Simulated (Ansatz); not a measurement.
Several settings on one geometry of Sn(GeH3)H3 (SnGeH6) (that of the charge 0 singlet, r2SCAN-D4/def2-TZVP). Ansatz on 2 threads of Intel Xeon on a shared host; times are rough.

Cartesian coordinates in Å:
```
Sn -0.004 0.007 -1.274
Ge 0.004 -0.007 1.318
H 0.824 1.168 1.867
H 0.617 -1.310 1.847
H -1.425 0.108 1.864
H 1.592 -0.022 -1.878
H -0.775 1.411 -1.863
H -0.833 -1.356 -1.880
```

Totals from different functionals, basis sets or treatments of relativity can't be compared as stabilities.

In the def2 sets Sn takes a core potential; there is no spin–orbit coupling.

**Question.** Give the basis size and estimate the energy, ⟨S²⟩, dipole and time of these runs.

```tsv
run	method	charge	state	further keys
1	RKS B97M-V/STO-3G	0	singlet	final_grid: {core_spheres: 5, valence_spheres: 4, degree: 11}; scf: {lower_state_search: light}; forces asked
2	RKS r2SCAN0/def2-mTZVP	0	singlet	scf: {lower_state_search: off}; forces asked
3	RKS PBE-D3(BJ)-ATM/def2-SVPD	0	singlet	scf: {omitted_lower_state_checks: [starts]}
4	RKS r2SCANh/def2-mTZVPP	0	singlet	point_charges: [{charge: 0.50, position_ang: [5.637, 0.031, 0.091]}]; scf: {omitted_lower_state_checks: [starts]}; forces asked
```

**Answer.** 
```tsv
run	functions	energy (Eh)	⟨S²⟩	dipole (D)	wall time
1	51	-8021.5265	–	0.09	6 s
2	90	-2294.8958	–	0.08	7 s
3	118	-2294.2829	–	–	3.7 s
4	102	-2294.9288	–	0.60	9 s
```
